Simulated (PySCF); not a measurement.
CH6FNO2Si. Atoms are numbered in the order given.

```xyz
12

C      2.3360     0.0671    -0.4903
N      1.0717    -0.6291    -0.4950
Si    -0.4016    -0.0207     0.0793
O     -0.5378     1.5880    -0.2535
O     -1.5695    -0.9922    -0.5577
F     -0.5988    -0.0502     1.6876
H      3.0242    -0.2816     0.3009
H      2.1610     1.1396    -0.3190
H      2.8604    -0.0269    -1.4570
H      1.1222    -1.6194    -0.7033
H     -0.4370     1.8219    -1.1805
H     -2.3795    -1.0572    -0.0435
```
Charge 0, spin multiplicity 1.

Geometry optimised at PBE0-D3(BJ)/def2-SVP. This is a generated structure with no PubChem entry under its InChIKey; it may be hypothetical. One conformer was computed; it need not be the lowest.

These are TDA-PBE/def2-SVPD (PySCF) values and carry that method's errors.

Vertical excitations. Isolated molecule, no solvent.

```csv
state,energy (eV),λ (nm),f,main pairs
S1,5.16,240,0.006,HOMO→LUMO 100 %
S2,5.98,207,0.002,HOMO→LUMO+1 100 %
S3,6.44,193,0.002,HOMO→LUMO+2 99 %
S4,6.96,178,0.020,HOMO−1→LUMO 93 %
S5,7.01,177,0.029,HOMO→LUMO+3 93 %
S6,7.42,167,0.035,HOMO→LUMO+4 90 %
S7,7.51,165,0.055,HOMO−2→LUMO 90 %
S8,7.83,158,0.034,HOMO−1→LUMO+1 93 %
S9,7.91,157,0.026,HOMO→LUMO+5 96 %
S10,7.99,155,0.040,HOMO−3→LUMO 95 %
T1,5.04,246,0,HOMO→LUMO 100 %
T2,5.90,210,0,HOMO→LUMO+1 99 %
T3,6.27,198,0,HOMO→LUMO+2 98 %
T4,6.75,184,0,HOMO−1→LUMO 98 %
```
Triplets are in the Tamm–Dancoff approximation.
